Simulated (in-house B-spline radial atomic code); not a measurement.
# The zinc ion Zn⁵⁺: [Ar] 3d7

All numbers are computed (non-relativistic B3LYP, spin-polarised, spherical fractional occupations, exact exchange averaged over the configuration; point nucleus) with a B-spline radial code for spherical atoms, not measured.

Screening seen three ways: the hydrogenic charge with the same mean radius, Z_r = [3n² - l(l+1)]/(2<r>), the one with the same energy, Z_e = n√(-2ε), and Slater's rules. Values are occupation-weighted means over spin.

```
shell  electrons   ε (eV)  <r> (bohr)    Z_r    Z_e  Slater
   1s          2  -9543.6     0.05111  29.35  26.48   29.70
   2s          2  -1244.8      0.2296  26.13  19.13   25.85
   2p          6    -1108      0.1996  25.04  18.05   25.85
   3s          2  -222.01      0.6748  20.01  12.12   18.75
   3p          6  -177.48      0.6904  18.10  10.84   18.75
   3d          7  -102.87      0.7303  14.38   8.25    9.90
```

The least bound orbital is 3d down at -99.7 eV, and it is also the most diffuse (<r> = 0.7389 bohr).
